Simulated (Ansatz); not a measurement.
Sr3⁺, relaxed as a doublet with UKS r2SCAN/def2-TZVP in Ansatz, starting from the GFN1-xTB geometry. Force threshold 0.02 eV/Å.

In the def2 sets Sr takes a core potential; there is no spin–orbit coupling. The charge 1 doublet is spin-contaminated (final ⟨S²⟩ up to 0.98, 0.75 for a pure state). The structure comes from a short search, and lower isomers may exist.

Start:

```xyz
3

Sr    1.802    3.340   -0.233
Sr   -1.824   -3.331    0.184
Sr    0.022   -0.009    0.048
```

```
step  energy (eV)  largest force component (eV/Å)  SCF passes
   1   -2501.3235                           0.763         327
   2   -2501.4813                           0.527          91
   3   -2501.6347                           0.220          77
   4   -2501.6809                           0.013          57
```

Force components are those of the run's own axes.

End:

```xyz
3

Sr    2.045    3.795   -0.268
Sr   -2.074   -3.783    0.205
Sr    0.029   -0.012    0.063
```

By distances, no bond broke or formed. The bond that changes most is Sr1–Sr3, from 3.80 to 4.32 Å (atoms count from 1).

No frequencies were taken in this run, so the end may be a saddle point.

It took 81 s on 4 threads of Arm Neoverse V2 on a shared host.
